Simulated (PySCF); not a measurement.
CH₅F₂NSi₂, SMILES N(/[SiH2]F)=C\[SiH2]F. The structure is a stationary point at PBE-D3(BJ)/def2-SVP. The structure was generated by enumeration; whether it is a known compound was not checked. One conformer was computed; it need not be the lowest.

Computed equilibrium geometry at PBE-D3(BJ)/def2-SVP (PySCF confirms it by a frequency run) as Cartesian coordinates in Å, and its point group (one conformer of several):
point group Cs.
```xyz
11

F     -0.8208    -3.2335     0.0000
Si     0.4151    -2.1514     0.0000
C     -0.2711    -0.3751     0.0000
N      0.6155     0.5516     0.0000
Si     0.4273     2.2898     0.0000
F     -1.1485     2.7582     0.0000
H      1.2350    -2.3579    -1.2385
H      1.2350    -2.3579     1.2385
H     -1.3739    -0.1629     0.0000
H      1.0762     2.8049    -1.2455
H      1.0762     2.8049     1.2455
```
Charge 0, spin multiplicity 1.
